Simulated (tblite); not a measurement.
Species: C6H13P.
SMILES with atom numbers: `[CH3:1][PH:2][CH:3]1[CH2:4][CH2:5][CH2:6][CH2:7]1` (hydrogens: H8, H9, H10 on C1; H11 on P2; H12 on C3; H13, H14 on C4; H15, H16 on C5; H17, H18 on C6; H19, H20 on C7)

Computed with GFN2-xTB (tblite), gas phase: L-BFGS steps from a force-field or distance-geometry start until the largest atomic force falls under 0.01 eV/Å.

Step 5: E = -598.3945 eV
```
atom  x, y, z in Å  |  force x, y, z in eV/Å
C1      3.0283   -0.3131   -0.1926    0.092  -0.217  -0.082
P2      1.7670    0.8748    0.4899   -0.155  -0.246  -0.327
C3      0.1921    0.2636   -0.3487   -0.168   0.116  -0.189
C4     -0.9548    1.2531   -0.1068   -0.025  -0.013   0.062
C5     -2.1489    0.4118   -0.5249   -0.070  -0.024  -0.225
C6     -1.8978   -0.8849    0.2394   -0.071  -0.107   0.011
C7     -0.3624   -1.0270    0.2837    0.097  -0.122   0.080
H8      3.3230   -0.1930   -1.2392   -0.330   0.175   0.142
H9      2.6762   -1.3348   -0.0439   -0.164   0.061  -0.028
H10     3.9238   -0.2235    0.4133    0.180   0.158   0.095
H11     2.0344    1.9547   -0.3838   -0.096  -0.265  -0.016
H12     0.2363    0.0886   -1.4409    0.548   0.251   0.312
H13    -0.8531    2.2002   -0.6346    0.025  -0.070  -0.097
H14    -1.0271    1.4484    0.9614    0.046   0.193   0.120
H15    -2.0737    0.2204   -1.5962   -0.099   0.000  -0.110
H16    -3.1308    0.8469   -0.3368    0.123   0.054   0.175
H17    -2.3190   -0.8049    1.2410    0.077   0.004   0.075
H18    -2.3691   -1.7404   -0.2402   -0.011  -0.047  -0.058
H19    -0.0071   -1.1128    1.3159   -0.047  -0.069  -0.085
H20    -0.0425   -1.9177   -0.2686    0.049   0.168   0.142
```

Step 6: E = -598.4276 eV
```
atom  x, y, z in Å  |  force x, y, z in eV/Å
C1      3.0237   -0.3099   -0.1914    0.133  -0.311  -0.145
P2      1.7577    0.8637    0.4864    0.073  -0.127   0.096
C3      0.1985    0.2679   -0.3406   -0.394   0.028  -0.348
C4     -0.9532    1.2560   -0.1095   -0.056  -0.042   0.066
C5     -2.1482    0.4089   -0.5276   -0.076   0.052  -0.207
C6     -1.8961   -0.8889    0.2376   -0.105  -0.062  -0.008
C7     -0.3589   -1.0257    0.2799    0.029  -0.249   0.145
H8      3.3150   -0.1861   -1.2392   -0.332   0.150   0.142
H9      2.6698   -1.3308   -0.0429   -0.112   0.025  -0.034
H10     3.9232   -0.2177    0.4092    0.138   0.150   0.104
H11     2.0274    1.9231   -0.3872   -0.070  -0.034  -0.137
H12     0.2648    0.1075   -1.4288    0.455   0.157   0.150
H13    -0.8555    2.2057   -0.6376    0.036  -0.146  -0.096
H14    -1.0210    1.4587    0.9587   -0.009   0.160   0.095
H15    -2.0863    0.2208   -1.6036   -0.047   0.012   0.010
H16    -3.1277    0.8510   -0.3312    0.162   0.006   0.162
H17    -2.3200   -0.8092    1.2400    0.128   0.027   0.039
H18    -2.3749   -1.7461   -0.2354    0.058  -0.004  -0.077
H19    -0.0087   -1.1153    1.3133   -0.036  -0.045  -0.054
H20    -0.0348   -1.9232   -0.2627    0.025   0.252   0.099
```

**Question.** Estimate the geometry and energy of step 7. (The exact step hangs on the optimiser's Hessian estimate; all steps are aligned on step 6, rigid shifts and turns removed.)

**Answer.** E = -598.4523 eV, largest force 0.422 eV/Å
```
atom  x, y, z in Å  |  force x, y, z in eV/Å
C1      3.0234   -0.3123   -0.1912    0.097  -0.245  -0.079
P2      1.7516    0.8525    0.4843    0.202  -0.004   0.356
C3      0.1969    0.2708   -0.3383   -0.347  -0.060  -0.233
C4     -0.9538    1.2577   -0.1104   -0.081  -0.044   0.034
C5     -2.1486    0.4071   -0.5319   -0.054   0.065  -0.083
C6     -1.8962   -0.8926    0.2360   -0.092  -0.009  -0.029
C7     -0.3572   -1.0266    0.2786   -0.076  -0.197   0.113
H8      3.3029   -0.1780   -1.2377   -0.275   0.112   0.061
H9      2.6626   -1.3285   -0.0429   -0.050  -0.063  -0.030
H10     3.9251   -0.2108    0.4079    0.068   0.102   0.064
H11     2.0212    1.9000   -0.3922   -0.049   0.094  -0.186
H12     0.2941    0.1238   -1.4187    0.324   0.064  -0.064
H13    -0.8564    2.2067   -0.6416    0.035  -0.172  -0.094
H14    -1.0167    1.4691    0.9585   -0.050   0.108   0.027
H15    -2.0961    0.2212   -1.6099   -0.014   0.023   0.073
H16    -3.1228    0.8543   -0.3240    0.128  -0.015   0.133
H17    -2.3183   -0.8116    1.2404    0.138   0.038  -0.001
H18    -2.3781   -1.7506   -0.2338    0.087   0.016  -0.081
H19    -0.0102   -1.1180    1.3113   -0.017  -0.016   0.004
H20    -0.0284   -1.9234   -0.2572    0.027   0.204   0.017
```

The energy changes by -0.0247 eV. The first-order estimate −F·Δx gives -0.0342 eV and the mean of the old and new forces, exact on a quadratic surface, -0.0247 eV. The step makes an angle of 56° with the force vector and moves no atom by more than 0.035 Å.

What follows is the cost of the whole relaxation. Time: 0.36 s. Hardware: one thread, Intel Xeon 6975P-C (x86_64), shared host with 192 logical CPUs at a one-minute load of 56.
